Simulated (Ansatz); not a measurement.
P, charge +1, triplet; WB97M-V/cc-pVTZ in Ansatz (a quantum-chemistry and plane-wave program).

Ansatz was given this input:
Ansatz 0.2 input:
```yaml
crystal:
  periodic: [false, false, false]
  atoms:
    - {symbol: P, position_ang: [0.00000000, 0.00000000, 0.00000000]}
basis:
  gaussian:
    orbitals: cc-pVTZ
hamiltonian:
  xc: {name: wB97M-V}
total_charge: 1
magnetization: {spin_polarized: true, initial_magnetization: 2}
accuracy: high
```

What the program printed (banner, timings and long lists left out):

```
Functional definition: wB97M-V
333 factors; integrals over basis functions are off by at most 3.8e-9 eV
124 factors; integrals over basis functions are off by at most 1.6e-9 eV
mean field evaluation 1: about -9275.4864 eV, gradient 4.7e0 eV
mean field evaluation 2: about -9275.5582 eV, gradient 1.4e0 eV
mean field evaluation 4: about -9275.5623 eV, gradient 1.9e-1 eV
mean field evaluation 8: about -9275.5627 eV, gradient 2.1e-4 eV
mean field evaluation 16: about -9275.5627 eV, gradient 1.8e-8 eV
mean field -9275.56268692 eV, -340.8706415421 hartree, gradient 1.8e-8 eV, S^2 2.001754; 0 other end points of the search recorded, 0 dependent functions left out
reference -9275.56268914 eV, -340.8706416236 hartree; 8, 6 occupied and 26, 28 virtual orbitals, 333 factors
Total energy: -9275.56268914 eV, -340.8706416236 hartree
```
